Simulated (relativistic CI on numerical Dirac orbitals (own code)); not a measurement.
**Sm XVI: sensitivity of the levels to the model**

Base calculation: Dirac-Coulomb-Breit CI, KLI orbitals optimised for each configuration, model QED, unscaled Slater integrals.

Configurations in the expansion (outside the closed core [Ar] 3d10): 4s²4p⁶4d¹⁰4f, 4s²4p⁶4d¹⁰5s, 4s²4p⁶4d¹⁰5p, 4s²4p⁶4d⁹4f², 4s²4p⁶4d¹⁰5d, 4s²4p⁶4d¹⁰6s, 4s²4p⁶4d¹⁰5f, 4s²4p⁶4d⁹4f5s, 4s²4p⁶4d¹⁰6p, 4s²4p⁵4d¹⁰4f², 4s²4p⁶4d¹⁰5g, 4s²4p⁶4d¹⁰6d, 4s²4p⁶4d⁹4f5p, 4s²4p⁶4d¹⁰7s, 4s²4p⁶4d¹⁰6f, 4s²4p⁶4d¹⁰7p, 4s4p⁶4d¹⁰4f², 4s²4p⁶4d⁹4f5d, 4s²4p⁶4d¹⁰8s, 4s²4p⁵4d¹⁰4f5s, 4s²4p⁶4d⁹4f6s. Double excitations out of closed p, d and f shells are left out; levels of such configurations are missing from the list, as are those of other unlisted configurations, and high levels can miss mixing partners.

Variants: (1) Breit term removed; (2) one mean potential for all configurations. Shifts of the energy above 4s²4p⁶4d¹⁰4f ²F°5/2, in cm⁻¹, for the lowest level and the first level of each name with at least 55 % of one term (blank where a level changes its place among those of its configuration and J or its character, or is not in the variant):

```
              Level     Base   Δ(1)   Δ(2)
4s²4p⁶4d¹⁰4f ²F°5/2        0      0      0
4s²4p⁶4d¹⁰4f ²F°7/2     6249   +488    -60
 4s²4p⁶4d¹⁰5s ²S1/2    54516  -1758  -1425
4s²4p⁶4d¹⁰5p ²P°1/2   262284  -2510  -1260
4s²4p⁶4d¹⁰5p ²P°3/2   326180  -1727  -1143
 4s²4p⁶4d¹⁰5d ²D3/2   664172  -1150   -910
 4s²4p⁶4d¹⁰5d ²D5/2   676458   -845   -884
 4s²4p⁶4d⁹4f² ⁴F3/2  1022290  +1248    -87
 4s²4p⁶4d⁹4f² ⁴F5/2  1024603  +1311    -88
 4s²4p⁶4d⁹4f² ⁴F7/2  1028675  +1564   -116
 4s²4p⁶4d⁹4f² ⁴F9/2  1035100  +1998   -155
 4s²4p⁶4d¹⁰6s ²S1/2  1045077  -1088   +252
 4s²4p⁶4d⁹4f² ⁴D5/2  1051186  +1499   +115
4s²4p⁶4d⁹4f² ⁴K17/2  1053193  +2499    -47
4s²4p⁶4d⁹4f² ⁴K15/2  1054032  +2049    +39
 4s²4p⁶4d⁹4f² ⁴D3/2  1055215  +1547    +85
4s²4p⁶4d⁹4f² ⁴G11/2  1056026  +1883    +52
4s²4p⁶4d⁹4f² ⁴K13/2  1056372  +1642   +136
4s²4p⁶4d¹⁰5f ²F°5/2  1057788   -435   -513
 4s²4p⁶4d⁹4f² ⁴D1/2  1059394  +1689    +39
4s²4p⁶4d¹⁰5f ²F°7/2  1060036   -298   -515
 4s²4p⁶4d⁹4f² ²F7/2  1061642  +1945    +81
```

At this charge transitions that keep the count of f electrons are usually good to a few per cent. Terms inside the open d or f shell come out 10 to 20 % too wide with unscaled integrals. Levels and lines within the n = 5 or 6 shells can be off by up to 10 % or somewhat more, and those that change n by about 2 %, since core polarisation is missing. Levels that differ in their count of f electrons can be misplaced by several ten thousand cm⁻¹, since the correlation energy of f electrons is missing or only estimated; rates across such gaps can be off by orders of magnitude.

Ionisation energy from one configuration of each of the two ions, the ground ones as tabulated or assumed: base 304.832 eV; Breit term removed 304.762 eV. The NIST ASD value (semi-empirical) is 306.5 ± 0.5 eV.

LS names give the leading component of a level, which can be under half, so a name can repeat, a term be missing and a line seem to break the LS rules.
